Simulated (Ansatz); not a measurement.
`O=C=[N][Hf]([N]=C=O)([N]=C=O)[N]=C=O`, relaxed with RKS PBE0-D4/def2-TZVP in Ansatz from a GFN2-xTB geometry. The force threshold is 0.005 eV/Å; the program also tests the step.

Charge 0, multiplicity 1. Hf: def2 effective core potential.

Start:

```xyz
13

O    -3.814   -2.209    0.427
C    -2.818   -1.630    0.315
N    -1.790   -1.032    0.200
Hf   -0.010   -0.006    0.002
N     1.384   -0.788    1.308
C     2.198   -1.238    2.058
O     2.987   -1.674    2.784
N     0.688   -0.189   -1.932
C     1.112   -0.276   -3.046
O     1.521   -0.363   -4.124
N    -0.315    1.990    0.430
C    -0.488    3.148    0.671
O    -0.655    4.268    0.905
```

```tsv
step	energy (eV)	largest force (eV/Å)	largest move (Å)
1	-19596.8230	1.705	0.000
2	-19596.9106	0.357	0.065
3	-19596.9205	0.638	0.032
4	-19596.9311	0.027	0.009
5	-19596.9311	0.002	0.011
6	-19596.9312	0.007	0.011
7	-19596.9312	0.004	0.005
```

End:

```xyz
13

O    -3.780   -2.189    0.410
C    -2.779   -1.610    0.300
N    -1.742   -1.010    0.186
Hf   -0.001    0.000    0.000
N     1.362   -0.765    1.282
C     2.175   -1.221    2.045
O     2.958   -1.661    2.780
N     0.683   -0.179   -1.894
C     1.090   -0.285   -3.022
O     1.483   -0.387   -4.110
N    -0.305    1.952    0.425
C    -0.485    3.116    0.676
O    -0.658    4.238    0.919
```

It took 25 s on 4 threads of an AMD EPYC 7R13 on a shared host and a share of an NVIDIA H100 80 GB, with 1.1 GiB of host memory at the peak.
